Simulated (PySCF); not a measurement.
# Effect of structural changes

Computed, not measured: TDDFT CAM-B3LYP/aug-cc-pVDZ excited states, vertical, gas phase (PySCF 2.14.0). Geometry: PBE0-D3(BJ)/def2-SVP.

Each molecule in one low-energy conformer.

(1) How does the largest two-photon cross section among the few lowest singlets (linear parallel light, single beam, Lorentzian half width 0.1 eV, states within 0.08 eV summed) change along this series?
- CC=C=C=C=C(C)OC (H replaced by OCH3)
- CC=C=C=C=C(C)C#N (H replaced by CN)
- CC=C=C=C=C(C)F (H replaced by F)
- CC=C=C=C=C(C)C(F)(F)F (H replaced by CF3)
- CC=C=C=C=C(C)SC (H replaced by SCH3)

Results:

(1) 
```
             molecule  S1 (eV)  f(S1)  largest σ (GM)  at photon λ (nm)
      CC=C=C=C=C(C)OC     3.22  0.000             8.4               450
     CC=C=C=C=C(C)C#N     3.52  0.000             2.0               409
       CC=C=C=C=C(C)F     3.32  0.000             0.9               444
CC=C=C=C=C(C)C(F)(F)F     3.72  0.000             1.3               401
      CC=C=C=C=C(C)SC     3.23  0.000             2.0               560
```
The largest two-photon cross section among the few lowest singlets (linear parallel light, single beam, Lorentzian half width 0.1 eV, states within 0.08 eV summed) is lowest for CC=C=C=C=C(C)F and highest for CC=C=C=C=C(C)OC.
